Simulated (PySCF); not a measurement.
In(H)(F)(Me) (CH4FIn), SMILES [CH3][InH][F].

Coordinates come from a PBE-D3(BJ)/def2-SVP optimisation. The def2 effective core potentials stand for the cores of In; spin–orbit coupling is left out.

Level of theory: PBE0/def2-TZVPD (PySCF).

The molecule is in vacuum.

The total energy is -330.42103 hartree and the highest occupied level comes out as -8.19 eV. The lowest empty level is -1.51 eV and the orbital gap comes out as 6.68 eV. The dipole moment is 3.68 D. The quadrupole, principal values (traceless, Buckingham form, about the centre of nuclear charge) comes out as -8.61, 0.45, 8.17 D·Å, the mean static polarisability is 51.1 bohr³ (7.58 Å³) and the polarisability, principal values comes out as 39.4, 48.3, 65.7 bohr³.
